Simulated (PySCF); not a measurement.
**Variants of one PySCF input: ZnF**

Base input, run as `OMP_NUM_THREADS=1 python input.py` with PySCF 2.14:

```python
from pyscf import gto, scf, cc

mol = gto.M(
    atom='Zn 0 0 0; F 0 0 1.763',
    basis='6-31g',
    charge=0,
    spin=1,
    verbose=4,
)
mf = scf.UHF(mol)
mf = mf.density_fit(auxbasis='def2-universal-jkfit')
mf.kernel()
mycc = cc.CCSD(mf, frozen=6)
mycc.kernel()
mycc.ccsd_t()
mf.dip_moment()
print('orbital energies (hartree):', [e[max(0, n-3):n+3].round(4) for e, n in zip(mf.mo_energy, mol.nelec)])
```

Base result: E(SCF) = -1876.918055 Eh, 11 cycles, E(CCSD) − E(SCF) = -0.33143 Eh, (T) = -0.00635 Eh, ⟨S²⟩ = 0.752, μz(SCF) = -3.46 D. The bond length is a typed value, not an optimised one. No search for the lowest solution was made.

Hardware: Intel Xeon 6975P-C, 1 thread, shared host. Wall time 3.3 s, peak memory 0.13 GiB.

Each row names what differs from the base; energies in brackets are changes from the base.

| change | result | wall time (s) |
| --- | --- | --- |
| functional: none (Hartree–Fock) → blyp; SCF type: UHF → UKS; step after the SCF: ccsd(t) → analyze | E(SCF) = -1878.936855 Eh, 10 cycles, ⟨S²⟩ = 0.751, μz(SCF) = -2.36 D | 2.6 |
| functional: none (Hartree–Fock) → scan; SCF type: UHF → UKS; step after the SCF: ccsd(t) → analyze | E(SCF) = -1878.976057 Eh, 10 cycles, ⟨S²⟩ = 0.753, μz(SCF) = -2.67 D | 3.1 |
| geometry: bond 1.763 → bond 1.975 | E(SCF) = -1876.907110 Eh (+0.2978 eV), 11 cycles, E(CCSD) − E(SCF) = -0.33308 Eh, (T) = -0.00674 Eh, ⟨S²⟩ = 0.754, μz(SCF) = -4.45 D | 2.7 |
| spin (2S): 1 → 2 [unsound on purpose] | stops with RuntimeError (Electron number 39 and spin 2 are not consistent) | 0.47 |
| PCM solvent, dielectric constant: none → 32.6; step after the SCF: ccsd(t) → analyze | E(SCF) = -1876.954974 Eh (-1.0046 eV), 11 cycles, ⟨S²⟩ = 0.751, μz(SCF) = -3.98 D | 2.1 |
| geometry: bond 1.763 → bond 25 [unsound on purpose] | E(SCF) = -1876.841795 Eh (+2.0751 eV), E(CCSD) − E(SCF) = -0.30688 Eh, (T) = -0.00520 Eh, ⟨S²⟩ = 0.751, μz(SCF) = 0.00 D | 2.3 |
| initial guess: minao → chk (no such guess here, so PySCF falls back to its default) | E(SCF) = -1876.918055 Eh (+0.0000 eV), 11 cycles, E(CCSD) − E(SCF) = -0.33143 Eh, (T) = -0.00635 Eh, ⟨S²⟩ = 0.752, μz(SCF) = -3.46 D | 2.7 |
| step after the SCF: ccsd(t) → mp2; frozen orbitals: 6 → 0 | E(SCF) = -1876.918055 Eh (+0.0000 eV), 11 cycles, E(MP2) − E(SCF) = -0.36336 Eh, ⟨S²⟩ = 0.752, μz(SCF) = -3.46 D | 0.66 |
| electric field along z (a.u.): none → 0.2 [unsound on purpose] [an earlier cycle lay lower, so not the lowest solution of its kind] [may be another electronic state] | E(SCF) = -1877.688000 Eh (-20.9513 eV), E(CCSD) − E(SCF) = -0.34912 Eh, (T) = -0.02044 Eh, ⟨S²⟩ = 0.778, μz(SCF) = 19.03 D | 4.7 |
| basis set: 6-31g → pcseg-1 | E(SCF) = -1876.980360 Eh (-1.6954 eV), 11 cycles, E(CCSD) − E(SCF) = -0.45545 Eh, (T) = -0.01599 Eh, ⟨S²⟩ = 0.753, μz(SCF) = -4.19 D | 6.4 |
| step after the SCF: ccsd(t) → cisd | E(SCF) = -1876.918055 Eh (+0.0000 eV), 11 cycles, E(CISD) − E(SCF) = -0.30897 Eh, ⟨S²⟩ = 0.752, μz(SCF) = -3.46 D | 1.1 |
| step after the SCF: ccsd(t) → stability | E(SCF) = -1876.918055 Eh (+0.0000 eV), 11 cycles, ⟨S²⟩ = 0.752, μz(SCF) = -3.46 D, internal stable; real -> complex stable; UHF/UKS -> GHF/GKS stable | 1.5 |
| functional: none (Hartree–Fock) → mn15; SCF type: UHF → UKS; step after the SCF: ccsd(t) → analyze | E(SCF) = -1879.056707 Eh, 10 cycles, ⟨S²⟩ = 0.753, μz(SCF) = -2.96 D | 3.6 |
| basis set: 6-31g → jorge-dzp-dkh; spin-free X2C: off → on | E(SCF) = -1893.637599 Eh, 12 cycles, E(CCSD) − E(SCF) = -0.59783 Eh, (T) = -0.01453 Eh, ⟨S²⟩ = 0.753, μz(SCF) = -3.45 D | 18 |
| spin (2S): 1 → 3 [an earlier cycle lay lower, so not the lowest solution of its kind] [a high spin state] | E(SCF) = -1876.691576 Eh (+6.1628 eV), E(CCSD) − E(SCF) = -0.28233 Eh, (T) = -0.00496 Eh, ⟨S²⟩ = 3.752, μz(SCF) = 2.18 D | 5.7 |
| charge: 0 → 1; spin (2S): 1 → 2 [another spin of the ion may lie lower] [a high spin state] | E(SCF) = -1876.527030 Eh (+10.6403 eV), 10 cycles, E(CCSD) − E(SCF) = -0.28151 Eh, (T) = -0.00492 Eh, ⟨S²⟩ = 2.002 | 2.8 |
| basis set: 6-31g → def2-svp | E(SCF) = -1876.916270 Eh (+0.0486 eV), 11 cycles, E(CCSD) − E(SCF) = -0.51114 Eh, (T) = -0.01162 Eh, ⟨S²⟩ = 0.753, μz(SCF) = -3.82 D | 6.8 |
| geometry: bond 1.763 → bond 1.816 | E(SCF) = -1876.917884 Eh (+0.0047 eV), 11 cycles, E(CCSD) − E(SCF) = -0.33188 Eh, (T) = -0.00644 Eh, ⟨S²⟩ = 0.753, μz(SCF) = -3.71 D | 2.6 |

Q: Order these changes by how far they move the SCF energy from the base, largest first: (1) PCM solvent, dielectric constant: none → 32.6; step after the SCF: ccsd(t) → analyze; (2) geometry: bond 1.763 → bond 1.816; (3) geometry: bond 1.763 → bond 1.975.

A: (1) -1.0046 eV, (3) +0.2978 eV, (2) +0.0047 eV.
